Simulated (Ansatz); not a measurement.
Total energies of Li₂₀H₂₀ (started as a model of: 2x4x5 LiH rock-salt block) from Ansatz at PBE0-D4/def2-TZVP, gas phase (1 Eh = 27.2114 eV = 2625.5 kJ/mol). The reference geometry is relaxed at PBE-D4/def2-SVP.

```tsv
atom	x (Å)	y (Å)	z (Å)
Li1	-2.789	-0.510	-3.725
H2	-2.300	-1.563	-2.311
Li3	-1.487	-2.472	-0.875
H4	-0.873	-3.455	0.610
Li5	0.014	-4.227	2.012
H6	-2.593	1.135	-2.947
Li7	-1.838	0.142	-1.428
H8	-1.130	-0.818	0.022
Li9	-0.413	-1.747	1.488
H10	0.323	-2.732	3.021
Li11	-2.070	2.732	-2.095
H12	-1.367	1.786	-0.609
Li13	-0.653	0.848	0.868
H14	0.067	-0.115	2.326
Li15	0.803	-1.078	3.785
H16	-1.634	4.343	-1.242
Li17	-0.919	3.430	0.232
H18	-0.230	2.538	1.757
Li19	0.518	1.524	3.174
H20	1.226	0.551	4.612
H21	-1.225	-0.551	-4.612
Li22	-0.519	-1.524	-3.173
H23	0.229	-2.538	-1.756
Li24	0.919	-3.430	-0.232
H25	1.635	-4.343	1.240
Li26	-0.802	1.078	-3.785
H27	-0.067	0.115	-2.326
Li28	0.652	-0.847	-0.868
H29	1.366	-1.786	0.609
Li30	2.070	-2.731	2.094
H31	-0.321	2.731	-3.021
Li32	0.412	1.747	-1.487
H33	1.128	0.818	-0.021
Li34	1.837	-0.142	1.428
H35	2.594	-1.135	2.946
Li36	-0.012	4.227	-2.012
H37	0.873	3.455	-0.609
Li38	1.486	2.472	0.876
H39	2.299	1.563	2.311
Li40	2.790	0.510	3.724
```

```
                 state   geometry  energy (Eh)
      charge 0 singlet  reference   -162.54896
      charge 1 doublet  reference   -162.28066
     charge -1 doublet  reference   -162.55253
free Li atom (doublet)          –     -7.46705
 free H atom (doublet)          –     -0.50104
```

(1) Work out the vertical ionisation energy to the doublet.

(2) Work out the vertical electron affinity, to the doublet.

(3) Give the fundamental gap IE − EA, the Mulliken electronegativity (IE + EA)/2 and the hardness (IE − EA)/2.

(4) What is the binding energy per atom against free atoms?

(1) E(charge 1 doublet) − E(charge 0 singlet) = -162.28066 − (-162.54896) = 0.26830 Eh = 7.30 eV. For comparison, −ε of the highest occupied level is 5.93 eV at this level, 1.37 eV less.

(2) E(charge 0 singlet) − E(charge -1 doublet) = -162.54896 − (-162.55253) = 0.00357 Eh = 0.10 eV; so near zero that its sign isn't settled. The basis lacks diffuse functions, which makes affinities too small.

(3) From the values in Eh: IE − EA = 0.26830 − 0.00357 = 0.26473 Eh = 7.20 eV; (IE + EA)/2 = 3.70 eV; (IE − EA)/2 = 3.60 eV. The HOMO–LUMO gap of the same run is 5.06 eV, 2.14 eV smaller than the fundamental gap.

(4) Atoms: 20 × (-7.46705) + 20 × (-0.50104) = -159.36180 Eh. Binding: -159.36180 − (-162.54896) = 3.18716 Eh = 86.73 eV, or 2.17 eV for each of 40 atoms (no zero-point energy, no counterpoise term).

At PBE0-D4/def2-TZVP the highest occupied level of the charge -1 doublet lies above zero (up to 0.89 eV). Energy differences put its binding near zero (0.10 eV; vertical, to the charge 0 singlet, at PBE0-D4/def2-TZVP), which leaves it undecided.
